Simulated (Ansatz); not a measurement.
Reaction (ligand exchange at a Zn–C bond): `Cl[CH2][ZnH]` + CH₃SH → `C[S][ZnH]` + `CCl`

Program: Ansatz. Geometries: PBE0-D4/def2-TZVP. ΔE: electronic, gas phase. CBS: MP2 limit from def2 TZ/QZ plus the TZ coupled-cluster correction, frozen cores. This one scheme is used for every species. For Zn outer-core shells are correlated without core-valence functions, which leaves a few kJ/mol of doubt a bond. Scalar relativity is left out up to krypton.

```tsv
species	CCSD(T)/CBS(def2) energy (Eh)
`Cl[CH2][ZnH]`	-2277.98947
CH₃SH	-438.22835
`C[S][ZnH]`	-2216.62619
`CCl`	-499.63220
```

**Question.** Work out ΔE.

**Answer.** ΔE = (-2216.62619) + (-499.63220) − (-2277.98947) − (-438.22835) = -0.04057 Eh = -106.5 kJ/mol.

**Question.** What do rigid-rotor, harmonic-oscillator terms from PBE0-D4/def2-TZVP frequencies (298.15 K, 1 bar) make of the CCSD(T)/CBS value? (An estimate is asked.)

**Answer.** Computed: ΔZPE = +8.2 kJ/mol, ΔH = -97.9 kJ/mol, ΔS = -5 J/(mol·K), ΔG = -96.3 kJ/mol.

Largest T1 diagnostic among the species: 0.014.

Leaving LDA and LC-ωPBE aside and taking each functional with its dispersion term where it has one, the values, not all of them listed here, spread over 8.5 kJ/mol, from BHLYP-D4 to BLYP-D4. LDA lies +3.2 kJ/mol from PBE without D4. From PBE to PBE0 (25 % exact exchange), in def2-TZVPP and without D4, ΔE moves by −4.0 kJ/mol. At CCSD(T), def2-SVP lies +6.8 kJ/mol from the extrapolated value and def2-TZVPP +4.8 kJ/mol.
